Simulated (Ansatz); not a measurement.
Species: [Ti(H)4] (charge 0, multiplicity 1), formula H₄Ti.

### Question
How many basis functions does frozen-core CCSD(T)/def2-TZVPP // r2SCAN-D4/def2-SVP in Ansatz (a first-principles code) use, how many core orbitals are frozen, and how many electrons are correlated?

### Answer
120 basis functions and 5 frozen orbitals, which leaves 16 correlated electrons. Core time is of the order of seconds.
